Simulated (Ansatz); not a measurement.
`C[N]([SiH3])[GeH3]` + `O[SiH](F)S` → `O[SiH](F)[S][GeH3]` + `CN[SiH3]`  (ligand exchange at a Ge–N bond)

Computed with Ansatz on PBE0-D4/def2-TZVP structures; ΔE is electronic, products minus reactants. CCSD(T)/CBS adds triple-zeta CCSD(T) − MP2 to the extrapolated MP2 energy (def2 sets, frozen cores). DFT in def2-TZVPP. B3LYP here is the variant with VWN-RPA as its local correlation; programs differ in this. HSE06 is defined as in plane-wave codes. For Ge outer-core shells are correlated without core-valence functions, which leaves a few kJ/mol of doubt a bond. Scalar relativity is left out up to krypton. Each species was taken in one conformer, which may not be the lowest.

```csv
level,ΔE (kcal/mol),difference from CCSD(T)/CBS
LDA (SPW92),-10.2,-0.7
PBE-D4,-11.4,-1.9
revPBE-D4,-10.9,-1.4
BLYP-D4,-10.2,-0.7
r2SCAN-D4,-11.1,-1.6
B97M-V,-10.9,-1.4
PBE0-D4,-11.6,-2.1
B3LYP-D4,-10.6,-1.1
r2SCANh-D4,-11.2,-1.7
r2SCAN0-D4,-11.4,-1.9
HSE06-D4,-11.7,-2.2
BHLYP-D4,-11.0,-1.5
CAM-B3LYP-D4,-9.9,-0.4
ωB97X-V,-10.2,-0.7
ωB97M-V,-10.6,-1.1
B2PLYP,-10.1,-0.6
PBE-QIDH,-10.6,-1.1
PBE,-11.6,-2.1
revPBE,-11.9,-2.4
r2SCAN,-11.2,-1.7
PBE0,-11.8,-2.3
B3LYP,-10.9,-1.4
r2SCANh,-11.3,-1.8
HSE06,-11.8,-2.3
CAM-B3LYP,-10.1,-0.6
LC-ωPBE,-10.7,-1.2
RPA@PBE/def2-TZVPP,-7.8,1.7
MP2/def2-SVP,-8.7,0.8
CCSD/def2-SVP,-8.7,0.8
CCSD(T)/def2-SVP,-8.5,1.0
HF/def2-TZVPP,-10.9,-1.4
MP2/def2-TZVPP,-9.0,0.5
SCS-MP2/def2-TZVPP,-8.7,0.8
CCSD/def2-TZVPP,-8.9,0.6
CCSD(T)/def2-TZVPP,-8.7,0.8
HF/def2-QZVPP,-10.7,-1.2
MP2/def2-QZVPP,-9.4,0.1
SCS-MP2/def2-QZVPP,-9.1,0.4
HF/CBS(def2),-10.7,-1.2
MP2/CBS(def2),-9.8,-0.3
CCSD(T)/CBS,-9.5,0
```

Largest T1 diagnostic among the species: 0.012.

In def2-TZVPP, CCSD(T) changes the Hartree–Fock value by +2.1 kcal/mol (the triples alone add +0.2 kcal/mol) and MP2 by +1.8 kcal/mol. At CCSD(T), def2-SVP lies +1.0 kcal/mol from the extrapolated value and def2-TZVPP +0.8 kcal/mol. Leaving LDA and LC-ωPBE aside and taking each functional with its dispersion term where it has one, the values spread over 1.7 kcal/mol, from HSE06-D4 to CAM-B3LYP-D4. LDA lies +1.3 kcal/mol from PBE without D4.
